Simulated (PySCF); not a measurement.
(1-methylcyclopropyl)methanol (C₅H₁₀O), SMILES CC1(CO)CC1.

The structure is a stationary point at B3LYP-D3(BJ)/def2-SVP. One conformer was computed; it need not be the lowest.

Two levels are set side by side: TDA-PBE/def2-SVPD (PySCF) and TDA-M06-2X/def2-SVPD (PySCF). Vertical, same geometry. The lowest singlet is HOMO→LUMO 100 % with PBE and HOMO→LUMO 65 %, HOMO−2→LUMO 27 % with the other functional; states are paired by order. Differences are taken from unrounded values.

```
quantity                              TDA-PBE
------------------------------------  -------
lowest singlet excitation (eV)           5.84
lowest triplet excitation (TDA) (eV)     5.69
```

Problem. These are the TDA-PBE values. What does TDA-M06-2X give? (An estimate is asked for; the answer gives what the named calculation found.)

Solution. 
| quantity | TDA-M06-2X | TDA-PBE minus TDA-M06-2X |
|---|---|---|
| lowest singlet excitation (eV) | 6.91 | -1.06 |
| lowest triplet excitation (TDA) (eV) | 6.73 | -1.05 |

A lower first singlet is the usual sign of a functional without exact exchange. Differences between two approximate levels are no errors against the true value.

Rough cost on one machine, each run with all the roots and properties that it gave: TDA-M06-2X against TDA-PBE about 10 times.
